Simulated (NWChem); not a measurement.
System: C3HClF2; SMILES C(=C=C(F)F)Cl

Program: NWChem. Structure relaxed at the PBE-D3(BJ)/def2-SVP level. Level: B3LYP/def2-SVP with SMD, gas-phase geometry; reactions with the solvents are ignored.

```
SMD term (kcal/mol)                 water  1-octanol
----------------------------------  -----  ---------
distortion of the solute's density   0.34       0.27
polarisation                        -2.57      -2.27
cavity, dispersion and structure     4.48       1.06
```

**Question.** Sum the solvation free energies, find the transfer free energy from water to 1-octanol and the partition coefficient at 298.15 K.

**Answer.** 
1. ΔG(solv, water) = 2.25 kcal/mol and ΔG(solv, 1-octanol) = -0.94 kcal/mol (1 M gas to 1 M solution).
2. Transfer: -0.94 − (2.25) = -3.19 kcal/mol.
3. log₁₀ K(1-octanol/water) = −ΔG/(RT ln 10) = 3.19/1.364 = 2.3, so the model puts more of the solute in 1-octanol.
4. Of the transfer energy, 0.23 kcal/mol is electrostatic and -3.42 comes from the non-electrostatic term. The two phases are taken as the pure solvents.
